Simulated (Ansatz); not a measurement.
Reaction: H3BPO (SMILES OB[PH], doublet) → H3BPO (SMILES [B](O)P, doublet)
Each species at its own B3LYP-D3(BJ)/def2-TZVP minimum (Ansatz, an electronic-structure program), one conformer.

Property: isomerisation energy (electronic), in kcal/mol. UHF or UKS for unpaired electrons; spin-orbit terms are left out. CBS(X,Y): correlation extrapolated as X^-3, Hartree-Fock from the larger set. A bracket is a step between two methods taken in the basis named. Functionals run without relativity, which enters their misses. Double hybrids freeze cores in their MP2 part. 'core' is core correlation in cc-pwCVTZ (1s frozen past Ne), 'X2C' scalar relativity in cc-pVTZ-DK, both at CCSD(T).

CCSD(T)/CBS(cc-pV(T+d)Z,cc-pV(Q+d)Z) + [CCSDT(Q) - CCSD(T)]/cc-pV(D+d)Z + core + X2C (Ansatz) gives 19.0 kcal/mol.

**Question.** What does PBE/def2-TZVPD (Ansatz) give here, and how do the other levels compare?

**Answer.** PBE gives 16.6 kcal/mol, 2.4 kcal/mol below it. Differences of the others: r2SCAN/def2-TZVPD (Ansatz) -2.4; B3LYP/def2-TZVPD (Ansatz) -0.2; PBE0/def2-TZVPD (Ansatz) -1.5; wB97M-V/def2-TZVPD (Ansatz) 0.4; B2PLYP/def2-TZVPD (Ansatz) 0.1; CCSD(T)/CBS(cc-pV(T+d)Z,cc-pV(Q+d)Z) + core + X2C (Ansatz) 0.1 kcal/mol. Nearer than PBE: B3LYP/def2-TZVPD, PBE0/def2-TZVPD, wB97M-V/def2-TZVPD, B2PLYP/def2-TZVPD, CCSD(T)/CBS(cc-pV(T+d)Z,cc-pV(Q+d)Z) + core + X2C.
